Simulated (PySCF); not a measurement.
What does the PBE0-D3(BJ)/def2-SVP structure of `CCC[SiH]([SiH3])[SiH3]` look like in three dimensions?

```
atom  x, y, z in Å
C1    -1.8029    0.1651    0.9053
C2    -1.7566   -0.6345   -0.3872
C3    -0.9183    0.0087   -1.4911
Si4    0.9158    0.3099   -1.0808
Si5    1.2801    2.1635    0.3217
Si6    1.8686   -1.5721   -0.0527
H7    -2.4753   -0.2990    1.6425
H8    -2.1589    1.1933    0.7289
H9    -0.8086    0.2355    1.3767
H10   -2.7845   -0.7837   -0.7605
H11   -1.3699   -1.6477   -0.1761
H12   -1.3551    0.9771   -1.7937
H13   -0.9294   -0.6257   -2.3939
H14    1.6537    0.5753   -2.3595
H15    1.2112    1.7695    1.7643
H16    2.6326    2.7510    0.0666
H17    0.2493    3.2229    0.0791
H18    1.6288   -2.8159   -0.8514
H19    3.3442   -1.3832    0.1057
H20    1.2747   -1.7702    1.3077
```

Any rigid rotation of these coordinates is as good. Atoms count from 1 in this order. Si4 (SiH silicon) is distorted tetrahedral (angles from 107.0° to 113.7°). Si5 (SiH3 silicon) is tetrahedral (angles from 108.0° to 111.1°). Of the pairs four or more bonds apart, Si4···H9 is among the closest relative to their van der Waals radii: 3.00 Å, 91 % of the sum of Bondi's values.

Bonds between heavy atoms (Å): C1–C2 1.520, C2–C3 1.528, C3–Si4 1.903, Si4–Si5 2.353, Si4–Si6 2.347.

The calculation used PBE0-D3(BJ)/def2-SVP geometry optimisation, gas phase in PySCF 2.14.0.

Point group: C1 (no symmetry element, even within 0.4 Å). PBE0-D3(BJ)/def2-SVP frequencies: not computed here. One conformer, not necessarily the lowest (C1–C2–C3–Si4 59°, C2–C3–Si4–Si5 -77°).

Hardware: one thread of an Arm Neoverse V1, no GPU, shared host. Cost: 1.8 min. That covers the optimisation of the geometry.
